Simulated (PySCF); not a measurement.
Compound: C8H6ClO2P.
SMILES with atom numbers: `[CH:1]#[C:2][P@@:3](=[O:4])([OH:5])[c:6]1[cH:7][cH:8][c:9]([Cl:10])[cH:11][cH:12]1`

Probes without a nucleus sit at each ring's centroid and 1 Å off its mean plane on both sides; NICS is minus the shielding there, NICSzz its component along the normal. Level: GIAO PBE0/pcSseg-1 (PySCF, non-relativistic, gas phase) on the GFN2-xTB geometry, one conformer.

Ring bond lengths (Å), with Mayer bond orders in brackets: C6–C7 1.387 (1.37), C7–C8 1.382 (1.45), C8–C9 1.389 (1.34), C9–C11 1.387 (1.35), C11–C12 1.383 (1.42), C12–C6 1.386 (1.44).

Question: Give the NICS values of each ring in ppm.

Answer: 
```json
{"ring": "C6–C7–C8–C9–C11–C12", "type": "6-membered carbocycle; formal bonds all aromatic", "NICS(0)": "-9.0", "NICS(1), two faces": "-11.1 / -11.1", "NICS(1)zz, two faces": "-26.6 / -26.7", "rms pucker (Å)": "0.00", "centre to ring atoms, mean (Å)": "1.39"}
```

Question: What do they say, and how far can they be read as aromaticity?

Answer: 
- C6–C7–C8–C9–C11–C12: mean NICS(1)zz -26.6 ppm, shielded. For a flat ring without four-coordinate atoms the NICS criterion counts such a value as aromatic.

Question: And the bond-length index? HOMA = 1 − mean of α(R − Ropt)² over the ring bonds, with Krygowski's 1993 parameters (CC: Ropt 1.388 Å, α 257.7 Å⁻²).

Answer: 
- C6–C7–C8–C9–C11–C12: HOMA 1.00 = 1 − EN − GEO, with mean bond length 1.386 Å, EN = α(Ropt − mean)² = 0.002 and GEO = α × variance = 0.002. The geometric and the magnetic index point the same way.

Question: What field does 9.4 T along the ring normal induce along that normal at the second NICS(1) probe listed for ring C6–C7–C8–C9–C11–C12, 1 Å off the ring?

Answer: NICSzz × B0 = -26.7 ppm × 9.4 T = -251 μT, against the applied field.

Shape of the structure used: `[CH:1]#[C:2][P@@:3](=[O:4])([OH:5])[c:6]1[cH:7][cH:8][c:9]([Cl:10])[cH:11][cH:12]1`: C2–P3–C6–C7 -52°, H–O5–P3–C2 -118°.
